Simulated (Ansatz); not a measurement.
Ansatz (a quantum-chemistry and plane-wave program) input:
A basis named .json is the Basis Set Exchange file of that set.

Ansatz 0.2 input:
```yaml
crystal:
  periodic: [false, false, false]
  atoms:
    - {symbol: C, position_ang: [-3.98469509, 0.71953996, -0.32290983]}
    - {symbol: C, position_ang: [-2.55189163, 1.00957825, 0.11443741]}
    - {symbol: C, position_ang: [-1.59378854, -0.14037010, -0.18327224]}
    - {symbol: C, position_ang: [-0.15706650, 0.14369192, 0.25735282]}
    - {symbol: C, position_ang: [0.76466919, -0.99207322, -0.03493546]}
    - {symbol: S, position_ang: [2.47073206, -0.96621148, 0.17126650]}
    - {symbol: C, position_ang: [2.91181306, 0.76702464, -0.12695472]}
    - {symbol: H, position_ang: [-4.64833386, 1.55696519, -0.10008016]}
    - {symbol: H, position_ang: [-4.03643909, 0.53010523, -1.39776625]}
    - {symbol: H, position_ang: [-4.37941105, -0.16289602, 0.18641443]}
    - {symbol: H, position_ang: [-2.19284735, 1.91555883, -0.38493642]}
    - {symbol: H, position_ang: [-2.53275641, 1.22612517, 1.18753103]}
    - {symbol: H, position_ang: [-1.60318050, -0.35723495, -1.25604840]}
    - {symbol: H, position_ang: [-1.95010926, -1.04784908, 0.31585161]}
    - {symbol: H, position_ang: [0.19083439, 1.05835310, -0.23437835]}
    - {symbol: H, position_ang: [-0.15516130, 0.37433961, 1.33531716]}
    - {symbol: H, position_ang: [0.36832351, -2.00000300, -0.05661498]}
    - {symbol: H, position_ang: [3.99662676, 0.82025576, -0.05306440]}
    - {symbol: H, position_ang: [2.47278769, 1.42516433, 0.62034232]}
    - {symbol: H, position_ang: [2.60371050, 1.07615108, -1.12513957]}
basis:
  gaussian:
    orbitals: def2-QZVPP.json
hamiltonian:
  xc: {name: PBE0}
magnetization: {spin_polarized: true, initial_magnetization: 1}
```

**Question.** Predict the final energy.

**Answer.** -634.30400 Eh (PBE0/def2-QZVPP). The basis has 802 functions.

It need not be the lowest isomer of its formula.
